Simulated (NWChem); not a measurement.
System: C₂H₃BF₂O; SMILES FB(F)CC=O

```xyz
9

O      0.0104     1.6961    -0.9598
C     -0.0041     1.6830     0.2528
C     -0.0102     0.4079     1.0719
B     -0.0008    -0.8398     0.1036
F     -1.1280    -1.3915    -0.3192
F      1.1343    -1.3896    -0.2999
H     -0.0138     2.6334     0.8283
H      0.8634     0.4264     1.7389
H     -0.8942     0.4250     1.7251
```
Atoms are numbered in this order, from 1.

Coordinates come from a B3LYP/6-31G* (spherical d) optimisation.

Problem. Give the principal values of the shielding tensors (ppm) of O1, C2, C3, B4, F5 from PBE0/pcSseg-1, GIAO (NWChem), with their diamagnetic and paramagnetic parts as GIAO splits them.

Solution. 
| atom | σ11 | σ22 | σ33 | isotropic | diamagnetic | paramagnetic |
|---|---|---|---|---|---|---|
| O1 | -1030.4 | -491.7 | 327.0 | -398.4 | 401.4 | -799.7 |
| C2 | -119.1 | -46.1 | 95.1 | -23.4 | 250.9 | -274.2 |
| C3 | 127.2 | 133.9 | 184.1 | 148.4 | 257.5 | -109.1 |
| B4 | 53.1 | 80.8 | 83.9 | 72.6 | 192.4 | -119.8 |
| F5 | 36.2 | 287.7 | 361.1 | 228.4 | 469.8 | -241.4 |
